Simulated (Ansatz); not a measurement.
Coupled-cluster run, CH$_{5}$NZn, SMILES `[CH3][Zn][NH2]`.

```yaml
crystal:
  periodic: [false, false, false]
  atoms:
    - {symbol: C, position_ang: [-0.985819, 1.123399, -0.644567]}
    - {symbol: Zn, position_ang: [0.162442, -0.209962, 0.141044]}
    - {symbol: N, position_ang: [1.160052, -1.487693, 0.972416]}
    - {symbol: H, position_ang: [-1.868375, 0.657904, -1.090124]}
    - {symbol: H, position_ang: [-0.466115, 1.680917, -1.426609]}
    - {symbol: H, position_ang: [-1.328091, 1.834819, 0.110704]}
    - {symbol: H, position_ang: [2.024343, -1.222803, 1.421878]}
    - {symbol: H, position_ang: [1.301563, -2.376590, 0.515248]}
basis:
  gaussian: {orbitals: def2-SVP}
correlation: {method: ccsd_t, frozen_orbitals: {C: 1, H: 0, "N": 1, Zn: 9}}
```

```sh
$ ansatz run in.yaml --threads 4 --pin off --events-out ev --progress --plain --max-ram 10444MiB
```

The program prints (abridged):

```
Functional definition: HF
849 factors; integrals over basis functions are off by at most 1.0e-3 eV
mean field evaluation 1: about -50955.4924 eV, gradient 3.8e1 eV
mean field evaluation 2: about -50955.5639 eV, gradient 3.8e1 eV
mean field evaluation 4: about -50958.8225 eV, gradient 3.1e0 eV
mean field evaluation 8: about -50958.8576 eV, gradient 4.2e-4 eV
mean field -50958.85756249 eV, -1872.7034742674 hartree, gradient 9.0e-6 eV, S^2 0.000000; 0 other end points of the search recorded, 0 dependent functions left out
11 core orbitals not correlated: weight in the atoms' cores, before any rotation towards them, 1.000 or more for the frozen orbitals, at most 0.000 for the correlated occupied ones
reference -50958.85756249 eV, -1872.7034742674 hartree; 13, 13 occupied and 60, 60 virtual orbitals, 849 factors
second order -17.28309250 eV of doubles, -0.00000000 eV of singles
cycle   1  -16.86981499 eV  change    4.1e-1 eV  update   1.0e-1
cycle   2  -17.32220928 eV  change   -4.5e-1 eV  update   3.6e-2
cycle   3  -17.42960651 eV  change   -1.1e-1 eV  update   1.6e-2
cycle   4  -17.42622796 eV  change    3.4e-3 eV  update   4.9e-3
cycle   5  -17.42272307 eV  change    3.5e-3 eV  update   2.2e-3
cycle   6  -17.42230943 eV  change    4.1e-4 eV  update   6.5e-4
cycle   7  -17.42199698 eV  change    3.1e-4 eV  update   2.4e-4
cycle   8  -17.42191801 eV  change    7.9e-5 eV  update   9.5e-5
cycle   9  -17.42193371 eV  change   -1.6e-5 eV  update   4.4e-5
cycle  10  -17.42193692 eV  change   -3.2e-6 eV  update   1.7e-5
perturbative correction -0.47388603 eV, -0.0174149903 hartree
Total energy: -50976.75338544 eV, -1873.3611336303 hartree
```

Hardware: 4 threads of an Arm Neoverse V2 on a shared host. Wall time 1.2 s, peak host memory 0.37 GiB.

The correlation energy is -17.896 eV, 2.6 % of it from (T); the T1 diagnostic reads 0.0125.
